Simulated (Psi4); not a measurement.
Input for Psi4: SAPT0/jun-cc-pV(D+d)Z on C3H8O (a complex), monomers drawn apart or pushed together.

```
memory 8100 MB

molecule dimer {
0 1
H    -0.34819692   -0.23171982   -0.37029810
H    -0.25523136   -0.43205205    0.34241316
--
0 1
C     0.43698184   -0.30543280    4.88856309
C     0.24738216   -0.00635835    3.41826426
C     0.30941369    1.44940182    3.01389073
O     0.05600966   -0.88617973    2.61072446
H     1.42838825    0.02382652    5.21056973
H    -0.29038447    0.24947667    5.48620203
H     0.32903513   -1.37199214    5.07026162
H     0.21133897    1.54551694    1.93550229
H    -0.49271457    2.00569035    3.50603677
H     1.25120194    1.89533676    3.34293916
units angstrom
symmetry c1
no_reorient
no_com
}

set {
  basis jun-cc-pV(D+d)Z
  scf_type df
  freeze_core true
}

energy('sapt0')
```

Output:

```
[...]
==> Input File <==

--------------------------------------------------------------------------
memory 8100 MB

molecule dimer {
0 1
H    -0.34819692   -0.23171982   -0.37029810
H    -0.25523136   -0.43205205    0.34241316
--
0 1
C     0.43698184   -0.30543280    4.88856309
C     0.24738216   -0.00635835    3.41826426
C     0.30941369    1.44940182    3.01389073
O     0.05600966   -0.88617973    2.61072446
H     1.42838825    0.02382652    5.21056973
H    -0.29038447    0.24947667    5.48620203
H     0.32903513   -1.37199214    5.07026162
H     0.21133897    1.54551694    1.93550229
H    -0.49271457    2.00569035    3.50603677
H     1.25120194    1.89533676    3.34293916
units angstrom
symmetry c1
no_reorient
no_com
}

set {
  basis jun-cc-pV(D+d)Z
  scf_type df
  freeze_core true
}

energy('sapt0')
--------------------------------------------------------------------------


   => Loading Basis Set <=

    Name: JUN-CC-PV(D+D)Z
    Role: ORBITAL
    Keyword: BASIS
    atoms 1-2, 7-12 entry H          line    60 file jun-cc-pv_dpd_z.gbs
    atoms 3-5       entry C          line   188 file jun-cc-pv_dpd_z.gbs
    atoms 6         entry O          line   256 file jun-cc-pv_dpd_z.gbs

   => Loading Basis Set <=

    Name: JUN-CC-PV(D+D)Z
    Role: ORBITAL
    Keyword: BASIS
    atoms 1-2, 7-12 entry H          line    60 file jun-cc-pv_dpd_z.gbs
    atoms 3-5       entry C          line   188 file jun-cc-pv_dpd_z.gbs
    atoms 6         entry O          line   256 file jun-cc-pv_dpd_z.gbs


  //>>>>>>>>>>>>>>>>>>>>>>>>>>>>>>>>>>>//
  //              Dimer HF             //
  //<<<<<<<<<<<<<<<<<<<<<<<<<<<<<<<<<<<//

   => Libint2 <=

    Primary   basis highest AM E, G, H:  7, 6, 3
    Auxiliary basis highest AM E, G, H:  7, 7, 4
    Onebody   basis highest AM E, G, H:  -, -, -
    Solid Harmonics ordering:            Gaussian


   => Loading Basis Set <=

    Name: JUN-CC-PV(D+D)Z
    Role: ORBITAL
    Keyword: BASIS
    atoms 1-2, 7-12 entry H          line    60 file jun-cc-pv_dpd_z.gbs
    atoms 3-5       entry C          line   188 file jun-cc-pv_dpd_z.gbs
    atoms 6         entry O          line   256 file jun-cc-pv_dpd_z.gbs


         ---------------------------------------------------------
                                   SCF
               by Justin Turney, Rob Parrish, Andy Simmonett
                          and Daniel G. A. Smith
                              RHF Reference
                        4 Threads,   7724 MiB Core
         ---------------------------------------------------------

  ==> Geometry <==

    Molecular point group: c1
    Full point group: C1

    Geometry (in Angstrom), charge = 0, multiplicity = 1:

       Center              X                  Y                   Z               Mass
    ------------   -----------------  -----------------  -----------------  -----------------
         H           -0.348196920000    -0.231719820000    -0.370298100000     1.007825032230
         H           -0.255231360000    -0.432052050000     0.342413160000     1.007825032230
         C            0.436981840000    -0.305432800000     4.888563090000    12.000000000000
         C            0.247382160000    -0.006358350000     3.418264260000    12.000000000000
         C            0.309413690000     1.449401820000     3.013890730000    12.000000000000
         O            0.056009660000    -0.886179730000     2.610724460000    15.994914619570
         H            1.428388250000     0.023826520000     5.210569730000     1.007825032230
         H           -0.290384470000     0.249476670000     5.486202030000     1.007825032230
         H            0.329035130000    -1.371992140000     5.070261620000     1.007825032230
         H            0.211338970000     1.545516940000     1.935502290000     1.007825032230
         H           -0.492714570000     2.005690350000     3.506036770000     1.007825032230
         H            1.251201940000     1.895336760000     3.342939160000     1.007825032230

  Running in c1 symmetry.

  Rotational constants: A =      0.30734  B =      0.02205  C =      0.02075 [cm^-1]
  Rotational constants: A =   9213.94324  B =    660.93675  C =    621.98756 [MHz]
  Nuclear repulsion =  129.864405801877638

  Charge       = 0
  Multiplicity = 1
  Electrons    = 34
  Nalpha       = 17
  Nbeta        = 17

  ==> Algorithm <==

  SCF Algorithm Type is DF.
  DIIS enabled.
  MOM disabled.
  Fractional occupation disabled.
  Guess Type is SAD.
  Energy threshold   = 1.00e-08
  Density threshold  = 1.00e-08
  Integral threshold = 1.00e-12

  ==> Primary Basis <==

  Basis Set: JUN-CC-PV(D+D)Z
    Blend: JUN-CC-PV(D+D)Z
    Number of shells: 56
    Number of basis functions: 112
    Number of Cartesian functions: 116
    Spherical Harmonics?: true
    Max angular momentum: 2

   => Loading Basis Set <=

    Name: (JUN-CC-PV(D+D)Z AUX)
    Role: JKFIT
    Keyword: DF_BASIS_SCF
    atoms 1-2, 7-12 entry H          line    70 file jun-cc-pvdz-jkfit.gbs
    atoms 3-5   
[...]
294   102A      2.800029   103A      2.807741
     104A      2.819350   105A      2.831564   106A      3.025741
     107A      3.105797   108A      3.165217   109A      3.493705
     110A      3.731435   111A      4.027631   112A      4.780345

    Final Occupation by Irrep:
              A
    DOCC [    16 ]
    NA   [    16 ]
    NB   [    16 ]

  @DF-RHF Final Energy:  -191.98385484223712

   => Energetics <=

    Nuclear Repulsion Energy =            119.5906420424840917
    One-Electron Energy =                -497.1239932394855714
    Two-Electron Energy =                 185.5494963547643579
    Total Energy =                       -191.9838548422371218

Computation Completed


Properties will be evaluated at   0.000000,   0.000000,   0.000000 [a0]

Properties computed using the SCF density matrix


 Multipole Moments:

 ------------------------------------------------------------------------------------
     Multipole            Electronic (a.u.)      Nuclear  (a.u.)        Total (a.u.)
 ------------------------------------------------------------------------------------

 L = 1.  Multiply by 2.5417464519 to convert [e a0] to [Debye]
 Dipole X            :        -16.5021114           16.7195573            0.2174459
 Dipole Y            :         -6.7134990            7.7177951            1.0042961
 Dipole Z            :       -213.3036534          214.2224069            0.9187535
 Magnitude           :                                                    1.3784053

 ------------------------------------------------------------------------------------

  Constructing Basis Sets for SAPT...

   => Loading Basis Set <=

    Name: (JUN-CC-PV(D+D)Z AUX)
    Role: RIFIT
    Keyword: DF_BASIS_SAPT
    atoms 1-2, 7-12 entry H          line    30 file jun-cc-pvdz-ri.gbs
    atoms 3-5       entry C          line   100 file jun-cc-pvdz-ri.gbs
    atoms 6         entry O          line   188 file jun-cc-pvdz-ri.gbs

   => Loading Basis Set <=

    Name: (JUN-CC-PV(D+D)Z AUX)
    Role: JKFIT
    Keyword: DF_BASIS_ELST
    atoms 1-2, 7-12 entry H          line    70 file jun-cc-pvdz-jkfit.gbs
    atoms 3-5       entry C          line   146 file jun-cc-pvdz-jkfit.gbs
    atoms 6         entry O          line   258 file jun-cc-pvdz-jkfit.gbs


  //>>>>>>>>>>>>>>>>>>>>>>>>>>>>>>>>>>>//
  //               SAPT0               //
  //<<<<<<<<<<<<<<<<<<<<<<<<<<<<<<<<<<<//



        SAPT0
    Ed Hohenstein
     6 June 2009

      Orbital Information
  --------------------------
    NSO        =       112
    NMO        =       112
    NRI        =       372
    NRI (Elst) =       500
    NOCC A     =         1
    NOCC B     =        16
    FOCC A     =         0
    FOCC B     =         4
    NVIR A     =       111
    NVIR B     =        96

    Elst10,r            =    -0.003447661921 [Eh]
    Exch10              =     0.005595521132 [Eh]
    Exch10 (S^2)        =     0.005566546644 [Eh]

    Maxiter = 50
    CPHF R converge = 1.000000E-08

    Iter     Energy [mEh]          dE [mEh]         Residual      Time [s]
       1      -0.86026114       0.860261138     3.591712e-03             0
       2      -1.02084179       0.160580653     3.523134e-04             0
       3      -1.01678082      -0.004060970     2.936766e-05             0
       4      -1.01694911       0.000168289     3.247058e-06             0
       5      -1.01693772      -0.000011394     3.062123e-07             0
       6      -1.01693839       0.000000670     2.936336e-08             0
       7      -1.01693834      -0.000000047     3.818501e-09             0

    CHF Iterations converged

    Maxiter = 50
    CPHF R converge = 1.000000E-08

    Iter     Energy [mEh]          dE [mEh]         Residual      Time [s]
       1      -0.27520774       0.275207735     2.831913e-03             0
       2      -0.34896330       0.073755561     9.037348e-04             0
       3      -0.35171965       0.002756358     3.918848e-04             0
       4      -0.34924293      -0.002476724     1.187065e-04             0
       5      -0.34900518      -0.000237753     4.771277e-05             0
       6      -0.34928562       0.000280442     1.209409e-05             0
       7      -0.34927000      -0.000015615     3.363208e-06             0
       8      -0.34925968      -0.000010323     6.320824e-07             0
       9      -0.34926012       0.000000442     2.200287e-07             0
      10      -0.34926061       0.000000485     3.118605e-08             0
      11      -0.34926056      -0.000000043     8.452912e-09             0

    CHF Iterations converged

    Ind20,r (A<-B)      =    -0.001016938339 [Eh]
    Ind20,r (B<-A)      =    -0.000349260564 [Eh]
    Ind20,r             =    -0.001366198903 [Eh]
    Exch-Ind20,r (A<-B) =     0.000572221394 [Eh]
    Exch-Ind20,r (B<-A) =     0.000159905871 [Eh]
    Exch-Ind20,r        =     0.000732127265 [Eh]
    Disp20              =    -0.001784578168 [Eh]
    Disp20 (SS)         =    -0.000892289084 [Eh]
    Disp20 (OS)         =    -0.000892289084 [Eh]
    Exch-Disp20         =     0.000272875601 [Eh]
    Exch-Disp20 (SS)    =     0.000141989669 [Eh]
    Exch-Disp20 (OS)    =     0.000130885933 [Eh]

    SAPT Results
  --------------------------------------------------------------------------------------------------------
    Electrostatics                 -3.44766192 [mEh]      -2.16344052 [kcal/mol]      -9.05183513 [kJ/mol]
      Elst10,r                     -3.44766192 [mEh]      -2.16344052 [kcal/mol]      -9.05183513 [kJ/mol]

    Exchange                        5.59552113 [mEh]       3.51124252 [kcal/mol]      14.69103871 [kJ/mol]
      Exch10                        5.59552113 [mEh]       3.51124252 [kcal/mol]      14.69103871 [kJ/mol]
      Exch10(S^2)                   5.56654664 [mEh]       3.49306076 [kcal/mol]      14.61496620 [kJ/mol]

    Induction                      -1.22598060 [mEh]      -0.76931444 [kcal/mol]      -3.21881163 [kJ/mol]
      Ind20,r                      -1.36619890 [mEh]      -0.85730275 [kcal/mol]      -3.58695473 [kJ/mol]
      Exch-Ind20,r                  0.73212727 [mEh]       0.45941679 [kcal/mol]       1.92219987 [kJ/mol]
      delta HF,r (2)               -0.59190897 [mEh]      -0.37142848 [kcal/mol]      -1.55405677 [kJ/mol]

    Dispersion                     -1.51170257 [mEh]      -0.94860768 [kcal/mol]      -3.96897454 [kJ/mol]
      Disp20                       -1.78457817 [mEh]      -1.11983971 [kcal/mol]      -4.68540933 [kJ/mol]
      Exch-Disp20                   0.27287560 [mEh]       0.17123202 [kcal/mol]       0.71643479 [kJ/mol]
      Disp20 (SS)                  -0.89228908 [mEh]      -0.55991985 [kcal/mol]      -2.34270467 [kJ/mol]
      Disp20 (OS)                  -0.89228908 [mEh]      -0.55991985 [kcal/mol]      -2.34270467 [kJ/mol]
      Exch-Disp20 (SS)              0.14198967 [mEh]       0.08909986 [kcal/mol]       0.37279382 [kJ/mol]
      Exch-Disp20 (OS)              0.13088593 [mEh]       0.08213216 [kcal/mol]       0.34364097 [kJ/mol]

  Total HF                          0.92187861 [mEh]       0.57848756 [kcal/mol]       2.42039195 [kJ/mol]
  Total SAPT0                      -0.58982396 [mEh]      -0.37012012 [kcal/mol]      -1.54858259 [kJ/mol]

  Special recipe for scaled SAPT0 (see Manual):
    Electrostatics sSAPT0          -3.44766192 [mEh]      -2.16344052 [kcal/mol]      -9.05183513 [kJ/mol]
    Exchange sSAPT0                 5.59552113 [mEh]       3.51124252 [kcal/mol]      14.69103871 [kJ/mol]
    Induction sSAPT0               -1.21448858 [mEh]      -0.76210309 [kcal/mol]      -3.18863934 [kJ/mol]
    Dispersion sSAPT0              -1.50741931 [mEh]      -0.94591990 [kcal/mol]      -3.95772884 [kJ/mol]
  Total sSAPT0                     -0.57404868 [mEh]      -0.36022099 [kcal/mol]      -1.50716460 [kJ/mol]
  --------------------------------------------------------------------------------------------------------



*** Psi4 exiting successfully. Buy a developer a beer!
```

The run finished.

Cost: about 18 core-seconds (a rough figure).
